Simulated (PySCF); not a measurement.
SbBr₃, SMILES [Br][Sb]([Br])[Br]. Geometry optimised at B3LYP-D3(BJ)/def2-SVP. The isomer is the one that the SMILES or the coordinates give; other isomers of the formula were not compared. The def2 effective core potentials stand for the cores of Sb; spin–orbit coupling is left out.

Computed equilibrium geometry at B3LYP-D3(BJ)/def2-SVP (PySCF confirms it by a frequency run) as a Z-matrix, and its point group:
point group C3v.
```
Sb
Br 1 2.5438
Br 1 2.5438 2 99.08
Br 1 2.5438 2 99.08 3 -100.80
```
Charge 0, spin multiplicity 1.
